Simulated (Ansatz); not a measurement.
# Relative energy of two isomers of AlGeH6Si

We compare X, `[AlH2][GeH][SiH3]`, a doublet, with Y, `[AlH2][SiH2][GeH2]`, a doublet. Both are isolated molecules in the gas phase, relaxed with PBE0-D3(BJ)/def2-SVP; the shapes shown needn't be the lowest conformers.

X (Å):

```json
{"atom": "Al", "x (Å)": "-1.0191", "y (Å)": "1.6629", "z (Å)": "-1.3566"}
{"atom": "Ge", "x (Å)": "0.3262", "y (Å)": "0.2161", "z (Å)": "0.0234"}
{"atom": "Si", "x (Å)": "2.1467", "y (Å)": "-1.1203", "z (Å)": "-0.7006"}
{"atom": "H", "x (Å)": "-0.6655", "y (Å)": "1.7393", "z (Å)": "-2.9032"}
{"atom": "H", "x (Å)": "-2.2059", "y (Å)": "2.4907", "z (Å)": "-0.7018"}
{"atom": "H", "x (Å)": "0.0786", "y (Å)": "0.0618", "z (Å)": "1.5396"}
{"atom": "H", "x (Å)": "2.3276", "y (Å)": "-0.9348", "z (Å)": "-2.1723"}
{"atom": "H", "x (Å)": "1.8895", "y (Å)": "-2.5673", "z (Å)": "-0.4201"}
{"atom": "H", "x (Å)": "3.4089", "y (Å)": "-0.7248", "z (Å)": "-0.0015"}
```

Y (Å):

```xyz
9

Al    0.1623    1.5746   -1.2136
Ge    2.0157   -1.0326   -0.3525
Si   -0.3264   -0.7012   -0.5354
H     0.3422    2.6795   -0.0859
H     0.4349    1.8655   -2.7517
H    -0.9380   -0.9389    0.8063
H    -0.8555   -1.6594   -1.5515
H     2.6967   -0.1239    0.7001
H     2.7794   -0.8570   -1.6879
```

Energies in hartree; the thermal terms are from PBE0-D3(BJ)/def2-SVP harmonic frequencies (ideal gas, rigid rotor, one conformer each, 298.15 K, 1 atm) and include the zero-point energy:

|  | X | Y |
| --- | --- | --- |
| E, CCSD(T)/def2-SVP | −2609.692718 | −2609.673209 |
| E, MP2/def2-SVP | −2609.635296 | −2609.614005 |
| E, MP2/def2-TZVPP | −2610.152513 | −2610.130835 |
| zero-point energy | 0.045471 | 0.044332 |
| H(298 K) − E | 0.054091 | 0.052942 |
| G(298 K) − E | 0.012059 | 0.011348 |

Task: Correct the CCSD(T) difference for the basis set by the MP2 change, then work out ΔE, ΔE₀, ΔH and ΔG for X → Y in kcal/mol (1 Eh = 627.51 kcal/mol) and the equilibrium ratio [Y]/[X].

Result: 1. Differences Y − X: CCSD(T) +0.019509, MP2 in the small set +0.021291, MP2 in the large set +0.021678 Eh.
2. ΔE = +0.019509 + (+0.021678 − (+0.021291)) = +0.019896 Eh = +12.48 kcal/mol.
3. ΔE₀ = ΔE + ΔZPE = +0.019896 + (−0.001139) Eh = +11.77 kcal/mol.
4. ΔH = ΔE + (−0.001149) Eh = +11.76 kcal/mol.
5. ΔG = ΔE + (−0.000711) Eh = +12.04 kcal/mol, so ΔS = (ΔH − ΔG)/T = −3.9 J/(mol K).
6. kT = 0.9442 mEh, so K = [Y]/[X] = exp(−ΔG/kT) = exp(−20.32) ≈ 1.5 × 10^−9.

Structure X is favoured at this temperature. An error of 1 kcal/mol in ΔG would change K by a factor of 5.4. Mirror images and further conformers aren't counted.

As drawn, Y has 1 Al–Si, 1 Ge–H in place of 1 Al–Ge, 1 Si–H.

Other levels gave ΔE = +9.9 (PBE0-D3(BJ)/def2-SVP); +15.9 (HF/def2-SVP); +13.4 (MP2/def2-SVP); +12.2 (CCSD(T)/def2-SVP) kcal/mol. Open shells are spin-unrestricted. The correlated steps freeze 19 core orbitals; the filled d shell of Ge is correlated, in a basis made for valence electrons. Programs: Ansatz 0.2.0.
